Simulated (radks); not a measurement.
These are the eigenvalues of the occupied orbitals of an atom or ion with whole-number occupations (eV). All-electron calculation, scalar-relativistic Kohn-Sham, BLYP, spin-polarised, spherical densities, point nucleus. Program: a radial shooting solver on a logarithmic mesh with Libxc functionals.

orbital  eigenvalue
1s up     -37873.72

Which element is it, and in what charge state? The configuration may be excited. Open shells, if any, are filled with parallel spins first.

Answer. Z = 52, tellurium, charge +51: Te51+ in 1s1. The 1s level, -1391.8 hartree, gives Z - s = 52.8 by -(Z - s)^2/2, which with screening and relativity narrows Z to a few neighbours, and with so few levels the electron count can be read from the list.
